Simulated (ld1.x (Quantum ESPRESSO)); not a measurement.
**u(r) = r·R(r): atom against pseudo-atom (Ru (Z = 44))**

Columns: radius, all-electron u(r) and pseudo u(r) of the 5p shell (level -6.12 eV) of ruthenium in the configuration [Kr] 4d7 5s0 5p0; PBE, scalar-relativistic, TM scheme, ld1.x (Quantum ESPRESSO) 7.5.

```csv
r (bohr),all-electron,pseudo
0.150,0.0007,-0.0018
0.300,-0.1397,-0.0071
0.450,-0.0289,-0.0162
0.600,0.1250,-0.0290
0.750,0.2154,-0.0458
0.900,0.2307,-0.0668
1.050,0.1901,-0.0923
1.200,0.1168,-0.1223
1.350,0.0290,-0.1569
1.500,-0.0618,-0.1957
1.650,-0.1487,-0.2382
1.800,-0.2283,-0.2832
1.950,-0.2987,-0.3292
2.100,-0.3595,-0.3745
2.250,-0.4107,-0.4170
2.400,-0.4529,-0.4549
2.550,-0.4866,-0.4871
2.700,-0.5126,-0.5127
2.850,-0.5317,-0.5317
3.000,-0.5447,-0.5447
3.150,-0.5522,-0.5522
3.300,-0.5551,-0.5551
3.450,-0.5538,-0.5538
3.600,-0.5489,-0.5489
3.750,-0.5410,-0.5410
3.900,-0.5306,-0.5306
```

Q: How many radial nodes do the two functions have?

A: The all-electron 5p function has n − l − 1 = 3; the pseudo-wave has 0, since the states of the same l below it are removed with the core.

Q: At about which radius was the pseudo-wave matched?

A: 3.00 bohr. The columns agree to 0.0005 from 2.70 bohr on; several derivatives are matched, so the curves merge somewhat inside the radius.

Q: Is the pseudo-wave norm-conserving?

A: Yes: the TM scheme keeps the norm inside the radius equal to the all-electron one, which fixes the energy derivative of the logarithmic derivative at the level.
